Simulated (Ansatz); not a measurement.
Consider the hydrogenolysis of the Sn–Se bond: `C[Se][Sn]([Cl])([Cl])[Se]C` + H₂ → `C[Se][SnH]([Cl])[Cl]` + `C[SeH]`.

Computed with Ansatz on PBE0-D4/def2-TZVP structures; ΔE is electronic, products minus reactants. CCSD(T)/CBS adds triple-zeta CCSD(T) − MP2 to the extrapolated MP2 energy (def2 sets, frozen cores). This one scheme is used for every species. Functionals use def2-TZVPP. HSE06 is defined as in plane-wave codes. def2 core potentials past Kr. For Se, Sn outer-core shells are correlated without core-valence functions, which leaves a few kJ/mol of doubt a bond. Scalar relativity is left out up to krypton. Each species was taken in one conformer, which may not be the lowest.

Q: Is it downhill or uphill in electronic energy at CCSD(T)/CBS, and by how much? (Best estimate.)

A: The calculation gave: Uphill: ΔE = +75.2 kJ/mol.

Q: What do these levels give: LDA (SPW92), HSE06-D4, revPBE, r2SCAN0, BHLYP, HF/def2-SVP, MP2/def2-SVP, HF/def2-TZVPP, CCSD(T)/def2-TZVPP, SCS-MP2/def2-QZVPP, MP2/CBS(def2), CCSD/CBS(def2)? (An estimate is asked.)

A: Computed: LDA (SPW92) 60.9, HSE06-D4 69.6, revPBE 58.6, r2SCAN0 61.8, BHLYP 46.8, HF/def2-SVP 29.1, MP2/def2-SVP 69.1, HF/def2-TZVPP 34.7, CCSD(T)/def2-TZVPP 63.7, SCS-MP2/def2-QZVPP 74.1, MP2/CBS(def2) 91.7, CCSD/CBS(def2) 67.2 kJ/mol.

Largest T1 diagnostic among the species: 0.011.

From r2SCAN to r2SCAN0 (25 % exact exchange), in def2-TZVPP and without D4, ΔE moves by −5.3 kJ/mol. At CCSD(T), def2-SVP lies −18.6 kJ/mol from the extrapolated value and def2-TZVPP −11.5 kJ/mol. The D4 term adds +21.4 kJ/mol with B3LYP and +12.5 kJ/mol with PBE0; it sums over pairs of atoms, weighted by their polarisabilities, and B3LYP, whose exchange is more repulsive, gets the larger term.

B3LYP here is the variant with VWN-RPA as its local correlation; programs differ in this.
